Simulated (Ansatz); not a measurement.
Species: H$_{10}$OSi$_{4}$, SMILES `O[Si@@H]([SiH3])[SiH2][SiH3]` (H–O–Si–Si torsion 56°, Si–Si–Si–Si torsion 172°) (charge 0, multiplicity 1).

Give a relaxed geometry from PBE0-D3(BJ)/def2-TZVP (Ansatz, a program for electronic structure).

Several could match; the one computed here: the end point of this relaxation, one of several conformers (outside a Z-matrix the atoms follow the SMILES, hydrogens last).
Cartesian coordinates (Å) in one orientation:
```xyz
15

O     -0.269    -1.934     0.922
Si    -0.751    -0.570     0.105
Si    -2.896     0.141     0.738
Si     0.866     1.057     0.551
Si     3.007     0.188     0.192
H     -0.838    -2.703     0.869
H     -0.779    -0.817    -1.370
H     -3.903    -0.940     0.533
H     -2.922     0.535     2.173
H     -3.290     1.314    -0.088
H      0.737     1.541     1.954
H      0.620     2.211    -0.361
H      3.101    -0.340    -1.196
H      4.048     1.236     0.373
H      3.269    -0.919     1.148
```
